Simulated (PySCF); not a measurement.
Compound: C5H14FNSi2.
Numbering: `[CH3:1][CH2:2][C@@H:3]1[CH2:4][C@H:5]1[N:6]([SiH3:7])[SiH2:8][F:9]`

Structure used (GFN2-xTB), in Å, numbered top down from 1:
```
atom  x, y, z in Å
C1     2.7779   -0.6677    0.5339
C2     2.2762    0.5293   -0.2682
C3     0.8514    0.3194   -0.7260
C4    -0.0556    1.4887   -0.9849
C5    -0.2774    0.6048    0.2128
N6    -1.4441   -0.2191    0.3120
Si7   -2.8150    0.5904    1.0368
Si8   -1.4377   -1.7822   -0.4106
F9    -2.7651   -2.5303    0.0986
H10    2.1412   -0.8308    1.4003
H11    2.7607   -1.5671   -0.0773
H12    3.7970   -0.5020    0.8755
H13    2.9193    0.6808   -1.1394
H14    2.3312    1.4304    0.3466
H15    0.7325   -0.5280   -1.3891
H16   -0.7576    1.4073   -1.8004
H17    0.3250    2.4864   -0.8265
H18   -0.0002    1.0379    1.1705
H19   -3.9156   -0.3559    1.0821
H20   -3.1375    1.7745    0.2308
H21   -2.3885    1.0158    2.3763
H22   -1.5910   -1.7707   -1.8626
H23   -0.3318   -2.5848    0.0916
```

Definitions: NICS(0) = −σiso at the ring centroid; NICS(1) = −σiso and NICS(1)zz = −σzz at ±1 Å along the ring normal z. Level: GIAO PBE0/pcSseg-1 (PySCF, non-relativistic, gas phase) on the GFN2-xTB geometry, one conformer.

Ring bond lengths (Å), with Mayer bond orders in brackets: C3–C4 1.502 (0.93), C4–C5 1.505 (0.94), C5–C3 1.496 (0.93).

Task: Give the NICS values of each ring in ppm.

Result: 
| ring | type | NICS(0) | NICS(1), two faces | NICS(1)zz, two faces | rms pucker (Å) | centre to ring atoms, mean (Å) |
| --- | --- | --- | --- | --- | --- | --- |
| C3–C4–C5 | 3-membered carbocycle; formal bonds all single | -41.5 | -7.3 / -9.3 | -18.6 / -21.9 | 0.00 | 0.87 |

Task: What do they say, and how far can they be read as aromaticity?

Result: 
- C3–C4–C5: mean NICS(1)zz -20.3 ppm, shielded. C3, C4, C5 have four or more neighbours; no verdict on aromaticity is drawn. The two faces differ by 3.3 ppm, so no symmetry operation interchanges them. NICS(0) lies 33 ppm below the mean NICS(1).

Task: List the ring angles and the Hirshfeld charges of the ring atoms.

Result: 
- C3–C4–C5: C3 60.3° (-0.035 e), C4 59.6° (-0.099 e), C5 60.1° (+0.004 e); sum 180.0° against 180° for a flat convex ring.

Task: How shielded are the nuclei of the rings and their hydrogens (means over atoms taken as equivalent)?

Result: 
| atoms | environment | σ isotropic (ppm) | principal values of the symmetric part, first atom (ppm) |
| --- | --- | --- | --- |
| C3 | three-membered-ring carbon | 163.6 | 134.0, 152.4, 204.6 |
| C4 | three-membered-ring carbon | 170.7 | 140.0, 159.5, 212.6 |
| C5 | sp3 carbon bound to nitrogen | 149.6 | 118.0, 124.0, 206.9 |
| H15 | methine hydrogen | 30.86 | 25.1, 30.2, 37.3 |
| H16 | methylene hydrogen | 31.36 | 26.4, 28.3, 39.3 |
| H17 | methylene hydrogen | 31.27 | 25.7, 28.1, 40.0 |
| H18 | methine hydrogen | 29.76 | 23.3, 29.7, 36.3 |

On Intel Xeon at 2.50 GHz, one thread (shared host), this took 3.2 min of wall time (grids of density and orbitals included) and 1.1 GiB of memory at its peak. This is the whole shielding run at PBE0/pcSseg-1, SCF included.
